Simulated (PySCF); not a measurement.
Sc⁺: ionisation energy

Sc⁺ [Ar] 3d1 4s1 (3D) → Sc²⁺ [Ar] 3d1 (2D), as a difference of total energies. Computed with PySCF 2.14 in aug-cc-pVDZ-DK, with the spin-free X2C one-electron Hamiltonian (Gaussian nucleus). Correlated levels: valence: [Ar] frozen. The calculations carry no spin-orbit coupling.

| method | ionisation energy (eV) | difference from reference (eV) |
| --- | --- | --- |
| UHF | 12.232 | -0.568 |
| MP2 (valence) | 12.300 | -0.500 |
| SCS-MP2 (valence) | 12.255 | -0.545 |
| CCSD (valence) | 12.336 | -0.464 |

Reference: 12.800 eV (measured; NIST Atomic Spectra Database, ionization energies).

The reference lies between the lowest fine-structure levels, while these numbers refer to the centres of the terms.

Errors of the correlated levels include the incompleteness of this basis and the frozen core.

With two correlated electrons CCSD is exact in that space.
